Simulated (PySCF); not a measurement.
O2Se, charge +1, doublet, at a GFN2-xTB geometry (a state made from the parent by changing its charge; the spin is typed, not shown lowest). Base run: PySCF with HF/6-31G*.

Input for PySCF:
```python
from pyscf import gto, scf, solvent

mol = gto.Mole()
mol.atom = '''
    O    -1.282020   -0.604343    0.046284
    Se   -0.015737    0.244394   -0.023268
    O     1.348902   -0.434332    0.052605
'''
mol.basis = '6-31g*'
mol.charge = 1
mol.spin = 1
mol.verbose = 4
mol.build()

mf = scf.UHF(mol)
mf.kernel()
```

Each row names what was changed in the base input (with any setting that the change needs).

```csv
change,ΔE vs base (kJ/mol)
base,0.00
model = SS(V)PE; solvent = dimethylsulfoxide,-304.7
model = IEF-PCM; solvent = 2-propanol,-300.3
model = C-PCM; solvent = dimethylsulfoxide,-311.1
model = ddCOSMO; solvent = dimethylsulfoxide,-305.7
model = IEF-PCM; solvent = n-hexane,-144.2
model = IEF-PCM; solvent = tetrahydrofuran,-272.5
model = IEF-PCM; solvent = dimethylsulfoxide,-310.7
model = IEF-PCM; solvent = dimethylsulfoxide; lebedev_order = 11,-310.6
model = IEF-PCM; solvent = acetonitrile,-308.5
model = IEF-PCM; solvent = dimethylsulfoxide; vdw_scale = 1.1,-350.7
model = COSMO; solvent = dimethylsulfoxide,-307.8
```

The base is the gas phase, so ΔE is the electrostatic part of solvation at a fixed geometry, without cavity and dispersion terms.

Open shells are given as the SCF converged; they aren't shown to be the lowest states, and a large step between rows can be another state.
